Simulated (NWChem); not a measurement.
All runs are NWChem calculations. System: selenium hexafluoride (F₆Se), charge 0, spin multiplicity 1, at a geometry optimised with PBE0/def2-SVP. Level: RHF/def2-SVP.

Job file:

```
start mol
memory heap 200 mb stack 900 mb global 1100 mb
geometry units angstroms nocenter noautoz
  F      0.000000     0.000000     1.703741
  Se     0.000000     0.000000     0.000000
  F      1.703735     0.000000     0.000000
  F      0.000000     1.703734     0.000000
  F     -1.703735     0.000000     0.000000
  F      0.000000    -1.703734     0.000000
  F      0.000000     0.000000    -1.703741
  symmetry group D2h
end
basis spherical
  * library def2-svp
end
scf
  rhf
  nopen 0
  maxiter 100
  thresh 1e-7
  semidirect memsize 60000000 filesize 0
end
task scf energy
```

NWChem printed:

```
             Northwest Computational Chemistry Package (NWChem) 7.3.0
             --------------------------------------------------------

                                NWChem Input Module
                                -------------------

 Scaling coordinates for geometry "geometry" by  1.889725989
 (inverse scale =  0.529177249)

 Turning off AUTOSYM since
 SYMMETRY directive was detected!

                             Geometry "geometry" -> ""
                             -------------------------

 Output coordinates in angstroms (scale by  1.889725989 to convert to a.u.)

  No.       Tag          Charge          X              Y              Z
 ---- ---------------- ---------- -------------- -------------- --------------
    1 F                    9.0000     0.00000000     0.00000000     1.70374100
    2 Se                  34.0000     0.00000000     0.00000000     0.00000000
    3 F                    9.0000     1.70373500     0.00000000     0.00000000
    4 F                    9.0000     0.00000000     1.70373400     0.00000000
    5 F                    9.0000    -1.70373500     0.00000000     0.00000000
    6 F                    9.0000     0.00000000    -1.70373400     0.00000000
    7 F                    9.0000     0.00000000     0.00000000    -1.70374100

 Effective nuclear repulsion energy (a.u.)     821.4720845808

            Nuclear Dipole moment (a.u.)
            ----------------------------
        X                 Y               Z
 ---------------- ---------------- ----------------
     0.0000000000     0.0000000000     0.0000000000

      Symmetry information
      --------------------

 Group name             D2h
 Group number             26
 Group order               8
 No. of unique centers     4

      Symmetry unique atoms

     1    2    3    4


 Summary of "ao basis" -> "" (spherical)
 ------------------------------------------------------------------------------
       Tag                 Description            Shells   Functions and Types
 ---------------- ------------------------------  ------  ---------------------
 *                          def2-svp                  on all atoms
[...]
     7     -0.242749  1 F  px                55      0.242743  3 F  pz
    83     -0.242743  5 F  pz               109      0.242749  7 F  px

 Vector   45  Occ=0.000000D+00  E= 2.728702D-02  Symmetry=ag
              MO Center= -1.0D-16, -1.2D-16,  1.1D-15, r^2= 2.4D+00
   Bfn.  Coefficient  Atom+Function         Bfn.  Coefficient  Atom+Function
  ----- ------------  ---------------      ----- ------------  ---------------
    18      1.084808  2 Se s                 17     -0.594688  2 Se s
    19      0.487437  2 Se s                  9      0.251318  1 F  pz
    53      0.251318  3 F  px                68      0.251318  4 F  py
    81     -0.251318  5 F  px                96     -0.251318  6 F  py
   111     -0.251318  7 F  pz                 6     -0.237038  1 F  pz

 Vector   46  Occ=0.000000D+00  E= 2.563686D-01  Symmetry=b1u
              MO Center=  2.2D-15, -1.2D-16, -1.0D-15, r^2= 2.3D+00
   Bfn.  Coefficient  Atom+Function         Bfn.  Coefficient  Atom+Function
  ----- ------------  ---------------      ----- ------------  ---------------
    31      1.161934  2 Se pz                28      0.684049  2 Se pz
     3     -0.540799  1 F  s                105      0.540799  7 F  s
     9      0.391654  1 F  pz               111      0.391654  7 F  pz
    25     -0.356018  2 Se pz                 6     -0.267820  1 F  pz
   108     -0.267820  7 F  pz

 Vector   47  Occ=0.000000D+00  E= 2.563723D-01  Symmetry=b3u
              MO Center= -4.9D-16, -9.8D-16, -3.1D-15, r^2= 2.3D+00
   Bfn.  Coefficient  Atom+Function         Bfn.  Coefficient  Atom+Function
  ----- ------------  ---------------      ----- ------------  ---------------
    29      1.161955  2 Se px                26      0.684044  2 Se px
    49     -0.540810  3 F  s                 77      0.540810  5 F  s
    53      0.391657  3 F  px                81      0.391657  5 F  px
    23     -0.356016  2 Se px                50     -0.267818  3 F  px
    78     -0.267818  5 F  px

 center of mass
 --------------
 x =   0.00000000 y =   0.00000000 z =   0.00000000

 moments of inertia (a.u.)
 ------------------
         787.734842274047           0.000000000000           0.000000000000
           0.000000000000         787.735304630164           0.000000000000
           0.000000000000           0.000000000000         787.732068131645

  Mulliken analysis of the total density
  --------------------------------------

    Atom       Charge   Shell Charges
 -----------   ------   -------------------------------------------------------
    1 F    9     9.39   1.99  1.13  0.84  3.30  2.11  0.01
    2 Se  34    31.66   2.00  2.00  1.99  1.18 -0.12  6.00  5.98  1.46  0.18  8.28  1.74  0.96
    3 F    9     9.39   1.99  1.13  0.84  3.30  2.11  0.01
    4 F    9     9.39   1.99  1.13  0.84  3.30  2.11  0.01
    5 F    9     9.39   1.99  1.13  0.84  3.30  2.11  0.01
    6 F    9     9.39   1.99  1.13  0.84  3.30  2.11  0.01
    7 F    9     9.39   1.99  1.13  0.84  3.30  2.11  0.01

       Multipole analysis of the density wrt the origin
       ------------------------------------------------

     L   x y z        total         open         nuclear
     -   - - -        -----         ----         -------
     0   0 0 0     -0.000000      0.000000     88.000000

     1   1 0 0      0.000000      0.000000      0.000000
     1   0 1 0      0.000000      0.000000      0.000000
     1   0 0 1     -0.000000      0.000000      0.000000

     2   2 0 0    -37.137776      0.000000    186.583943
     2   1 1 0      0.000000      0.000000      0.000000
     2   1 0 1      0.000000      0.000000      0.000000
     2   0 2 0    -37.137761      0.000000    186.583724
     2   0 1 1     -0.000000      0.000000      0.000000
     2   0 0 2    -37.137870      0.000000    186.585257

 Task  times  cpu:        1.8s     wall:        1.8s

 Total times  cpu:        1.9s     wall:        1.9s
```
